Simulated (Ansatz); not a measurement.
Geometry optimisation, Ansatz 0.2.0, RHF/def2-SVP.

Input:

```yaml
crystal:
  periodic: [false, false, false]
  atoms:
    - { symbol: Ga, position_ang: [0.024514, -0.52188, -0.399968] }
    - { symbol: H, position_ang: [0.005312, 0.127419, 2.292554] }
    - { symbol: H, position_ang: [1.414691, 0.122703, -0.658161] }
    - { symbol: H, position_ang: [-1.397727, 0.053349, -0.645959] }
    - { symbol: Br, position_ang: [0.082272, -2.752419, 0.467233] }
    - { symbol: H, position_ang: [0.027138, -0.572872, 2.1603] }
basis:
  gaussian: { orbitals: def2-SVP }
hamiltonian:
  xc: hf
relax:
  f_tol: 0.03
  max_steps: 50
```

Run as:

```bash
$ ansatz run input.yaml --threads 1 --pin off --max-ram 2048MiB --backend cpu --events-out ev --progress --plain --runs-dir out
```

Q: Where does it end, and by what steps?

A: The run converged. The force dipped under the threshold on the way, but the program's further checks kept it going. After 8 steps the energy has fallen by 0.153 eV; H6 moved furthest, 0.61 Å.

| step | energy less start (eV) | largest force component (eV/Å) | accepted |
| --- | --- | --- | --- |
| 0 | 0.0000 | 1.570 | yes |
| 1 | -0.1170 | 0.637 | yes |
| 2 | -0.1426 | 0.215 | yes |
| 3 | -0.1492 | 0.111 | yes |
| 4 | -0.1511 | 0.050 | yes |
| 5 | -0.1522 | 0.022 | yes |
| 6 | -0.1525 | 0.014 | yes |
| 7 | -0.1528 | 0.008 | yes |
| 8 | -0.1530 | 0.023 | yes |

```xyz
6
Properties=species:S:1:pos:R:3
Ga 0.028 -0.679 -0.567
H 0.001 0.422 2.597
H 1.411 0.026 -0.714
H -1.390 -0.045 -0.709
Br 0.087 -2.952 -0.107
H 0.021 -0.316 2.716
```

Whether the end is a true minimum wasn't checked by a vibrational analysis.

Time of the run: 14 s on 1 thread of Arm Neoverse V2, on a shared host, peak memory 0.17 GiB.
